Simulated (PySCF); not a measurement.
Species: ClGe₂H₆N.
SMILES with atom numbers: `[NH2:1][Ge@@H:2]([Cl:3])[GeH3:4]` (hydrogens: H5, H6 on N1; H7 on Ge2; H8, H9, H10 on Ge4)

Computed by this run: PySCF 2.14.0, PBE0-D3(BJ)/def2-SVP geometry optimisation, gas phase; density fitting, grid level 1; the optimiser is geomeTRIC in internal coordinates, started from a GFN2-xTB structure with every atom displaced at random (about 0.01 Å).

Step 0: E = -127109.2387 eV
```
atom  x, y, z in Å  |  force x, y, z in eV/Å
N1     -1.6264   -0.8861    0.1934   -1.173   0.396  -1.154
Ge2    -0.5957    0.4926   -0.3996    0.117  -0.904  -0.157
Cl3    -1.1920    2.3279    0.5209   -0.066   0.800   0.432
Ge4     1.7390   -0.0523   -0.0012   -0.643   0.097   0.064
H5     -2.6493   -0.7329    0.1107    0.859  -0.088  -0.030
H6     -1.4482   -1.2417    1.0984    0.361  -0.436   1.267
H7     -0.9875    0.6456   -1.8565    0.015   0.126  -0.405
H8      2.5895    0.1591   -1.2064    0.391   0.176  -0.841
H9      1.8870   -1.4864    0.4111   -0.093  -0.780   0.140
H10     2.3279    0.7519    1.1069    0.231   0.613   0.684
```

Step 1: E = -127109.3707 eV
```
atom  x, y, z in Å  |  force x, y, z in eV/Å
N1     -1.6072   -0.8964    0.2012    0.216  -0.206   0.380
Ge2    -0.6092    0.4895   -0.4161   -0.146   0.239  -0.089
Cl3    -1.0906    2.4227    0.5630    0.102  -0.306  -0.112
Ge4     1.7151   -0.0499    0.0186    0.234  -0.034   0.058
H5     -2.6081   -0.8969    0.0436   -0.113   0.119  -0.044
H6     -1.4086   -1.2045    1.1564   -0.084   0.111  -0.305
H7     -0.9889    0.6901   -1.9027    0.041   0.006   0.178
H8      2.5484    0.1567   -1.2759   -0.125  -0.025   0.212
H9      1.7826   -1.5474    0.4275    0.009   0.215  -0.072
H10     2.3106    0.8137    1.1621   -0.135  -0.119  -0.207
```

Problem. Estimate the geometry and energy of step 2. (The exact step hangs on the optimiser's Hessian estimate; all steps are aligned on step 1, rigid shifts and turns removed.)

Solution. E = -127109.3890 eV, largest force 0.124 eV/Å
```
atom  x, y, z in Å  |  force x, y, z in eV/Å
N1     -1.6148   -0.9019    0.2025   -0.015  -0.117   0.039
Ge2    -0.6058    0.4727   -0.4204   -0.013   0.101   0.018
Cl3    -1.0671    2.3892    0.5660    0.050  -0.111  -0.021
Ge4     1.7193   -0.0517    0.0151    0.019  -0.005  -0.001
H5     -2.6182   -0.8634    0.0471    0.006   0.070   0.000
H6     -1.4259   -1.2031    1.1544   -0.024   0.023  -0.019
H7     -0.9859    0.6830   -1.8936   -0.011   0.013  -0.007
H8      2.5488    0.1660   -1.2623    0.001   0.005   0.003
H9      1.8096   -1.5338    0.4231    0.014   0.000  -0.010
H10     2.2844    0.8206    1.1457   -0.027   0.020  -0.002
```

The energy changes by -0.0184 eV. The first-order estimate −F·Δx gives -0.0300 eV and the mean of the old and new forces, exact on a quadratic surface, -0.0190 eV. The step makes an angle of 65° with the force vector and moves no atom by more than 0.041 Å.

The cost below is that of the whole optimisation. Time: 59 s of wall time; peak memory 0.53 GiB. Hardware: Arm Neoverse V1, one thread, shared host with 32 logical CPUs at a one-minute load of 15.
